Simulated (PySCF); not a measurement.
**Orbital picture of CsMg⁺**

M06-L at R = 4.243 Å; Cs def2-SVPD with ECP46, Mg def2-SVPD; scalar-relativistic core potentials (PySCF 2.14). State: ¹Σ⁺ (singlet), closed shell. Only the outer orbitals are listed, counted within each symmetry, core potentials removing the inner ones.

```json
{"orbital": "1π", "occ.": "2", "ε (eV)": "-51.83", "on Cs (%)": "0", "main shells (%)": "100 Mg p"}
{"orbital": "1π", "occ.": "2", "ε (eV)": "-51.83", "on Cs (%)": "0", "main shells (%)": "100 Mg p"}
{"orbital": "3σ", "occ.": "2", "ε (eV)": "-51.82", "on Cs (%)": "0", "main shells (%)": "100 Mg p"}
{"orbital": "4σ", "occ.": "2", "ε (eV)": "-32.31", "on Cs (%)": "100", "main shells (%)": "100 Cs s"}
{"orbital": "2π", "occ.": "2", "ε (eV)": "-18.45", "on Cs (%)": "100", "main shells (%)": "100 Cs p"}
{"orbital": "2π", "occ.": "2", "ε (eV)": "-18.45", "on Cs (%)": "100", "main shells (%)": "100 Cs p"}
{"orbital": "5σ", "occ.": "2", "ε (eV)": "-18.40", "on Cs (%)": "100", "main shells (%)": "100 Cs p"}
{"orbital": "6σ", "occ.": "2", "ε (eV)": "-8.21", "on Cs (%)": "2", "main shells (%)": "96 Mg s"}
{"orbital": "7σ", "occ.": "0", "ε (eV)": "-4.88", "on Cs (%)": "49", "main shells (%)": "47 Cs s, 46 Mg p"}
{"orbital": "3π", "occ.": "0", "ε (eV)": "-4.25", "on Cs (%)": "16", "main shells (%)": "83 Mg p, 10 Cs d"}
{"orbital": "3π", "occ.": "0", "ε (eV)": "-4.25", "on Cs (%)": "16", "main shells (%)": "83 Mg p, 10 Cs d"}
```

Q: Which are the highest filled and the lowest empty level, where do they sit, and how wide is the gap?

A: Highest filled 6σ at -8.21 eV (in %: 96 Mg s); lowest empty 7σ at -4.88 eV (in %: 47 Cs s, 46 Mg p); the gap at M06-L is 3.33 eV.

The bond order (Mayer) is 0.10 and the ⟨S²⟩ is 0.000. The charge on Cs (Mulliken, basis-dependent) is 0.95 and the charge on Cs (Löwdin, basis-dependent) is 0.71. The dipole moment (positive dipole points towards Mg; it is taken about the centre of mass and depends on that origin) is -0.26 D.

Closed-shell solutions of metal pairs were not tested for spin polarisation, which can lower them a little. Spin–orbit coupling is left out.
